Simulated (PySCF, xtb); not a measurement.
C5F7, multiplicity 2. Atoms are numbered in the order given.

```xyz
12

F     -0.0081    -2.4067     0.0000
C     -0.2519    -1.1215     0.0000
C     -0.0472    -0.3048     1.2360
F      1.0931    -0.6383     1.8821
F     -1.0430    -0.4291     2.1368
C      0.0157     1.0865     0.6686
F      0.0590     2.1234     1.4627
C      0.0157     1.0865    -0.6686
F      0.0590     2.1234    -1.4627
C     -0.0472    -0.3048    -1.2360
F     -1.0430    -0.4291    -2.1368
F      1.0931    -0.6383    -1.8821
```
Charge 0, spin multiplicity 2.

Geometry optimised at PBE0-D3(BJ)/def2-SVP. The isomer is the one that the SMILES or the coordinates give; other isomers of the formula were not compared. One conformer was computed; it need not be the lowest.

The numbers are results of C-PCM-B3LYP/def2-SVP in PySCF, not measurements.

The values are the electrostatic part of the solvation free energy, E(continuum) − E(gas) at the gas-phase geometry, in a cavity of scaled van der Waals radii (PySCF's table); cavitation and dispersion terms are not included. The dipole moment in vacuum is 0.62 D.

| solvent | ε | ΔG(elec) (kcal/mol) | dipole (D) |
|---|---|---|---|
| water | 78.36 | -2.3 | 0.76 |
| methanol | 32.61 | -2.2 | 0.75 |
| N,N-dimethylformamide | 37.22 | -2.2 | 0.75 |

For comparison, GFN2-xTB/ALPB(water) (xtb, at the GFN2-xTB geometry, all terms of that model) gives 1.6 kcal/mol.
